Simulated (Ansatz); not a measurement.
Start from `O[SiH2]C([SiH3])Cl` and change one atom or group to get `O[SiH2]CCl`.

Ansatz, PBE0-D4/def2-TZVP geometries, multiplicity 1. Each molecule was computed in one conformer, which needn't be the lowest.

```
                                          property  `O[SiH2]C([SiH3])Cl`
                 HOMO energy (PBE/def2-TZVPP) / eV                 -6.77
              HOMO–LUMO gap (PBE0/def2-TZVPP) / eV                  7.65
             LUMO energy (ωB97M-V/def2-TZVPP) / eV                  1.44
    size of the dipole moment (PBE/def2-TZVPP) / D                  0.54
size of the dipole moment (ωB97M-V/def2-TZVPP) / D                  0.61
               LUMO energy (B3LYP/def2-TZVPP) / eV                 -0.65
```

(1) What does the change do to each property? (An estimate is asked.)

Results:

(1) Computed: 
```json
{"property": "HOMO energy (PBE/def2-TZVPP) / eV", "`O[SiH2]CCl`": "-6.80", "shift": "-0.03"}
{"property": "HOMO–LUMO gap (PBE0/def2-TZVPP) / eV", "`O[SiH2]CCl`": "8.15", "shift": "0.50"}
{"property": "LUMO energy (ωB97M-V/def2-TZVPP) / eV", "`O[SiH2]CCl`": "1.79", "shift": "0.35"}
{"property": "size of the dipole moment (PBE/def2-TZVPP) / D", "`O[SiH2]CCl`": "0.86", "shift": "0.32"}
{"property": "size of the dipole moment (ωB97M-V/def2-TZVPP) / D", "`O[SiH2]CCl`": "0.91", "shift": "0.30"}
{"property": "LUMO energy (B3LYP/def2-TZVPP) / eV", "`O[SiH2]CCl`": "-0.27", "shift": "0.38"}
```

With PBE0 the HOMO falls by 0.08 eV and the LUMO rises by 0.42 eV, so the gap widens by about 0.50 eV. PBE moves the HOMO by -0.03 eV and ωB97M-V by -0.12 eV. Dipoles are sizes alone; their direction can turn.

B3LYP here is the variant with VWN-RPA as its local correlation; programs differ in this.
